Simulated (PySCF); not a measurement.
**Nitrogen: a sound run and one with changed settings**

Sound run: N(2+) [He] 2s2 2p1, N(3+) [He] 2s2. All numbers are calculated (PySCF 2.14, the non-relativistic Hamiltonian (point nucleus), in aug-cc-pVDZ). The sound run starts from symmetry-adapted Hartree-Fock orbitals and uses a fine grid where one is needed.

Changed run: 14 angular points. This setting is unsound on purpose.

```tsv
species	method	sound run (hartree)	changed run (hartree)	converged
N(2+)	UHF	-52.80727	-52.80727	yes
N(2+)	LDA	-52.46306	-52.46218	yes
N(2+)	r2SCAN	-52.91667	-52.91694	yes
N(3+)	UHF	-51.06854	-51.06854	yes
N(3+)	LDA	-50.70405	-50.70405	yes
N(3+)	r2SCAN	-51.14488	-51.14488	yes
```

Ionisation energy of N(2+):

| method | sound run (eV) | changed run (eV) |
| --- | --- | --- |
| UHF | 47.313 | 47.313 |
| LDA | 47.865 | 47.841 |
| r2SCAN | 48.213 | 48.220 |

A coarse angular grid integrates products of high-l functions wrongly, so density functionals can shift, and the SCF can exploit the error; Hartree-Fock and MP2 need no grid.

For comparison, NIST gives 47.445 eV between the lowest levels.
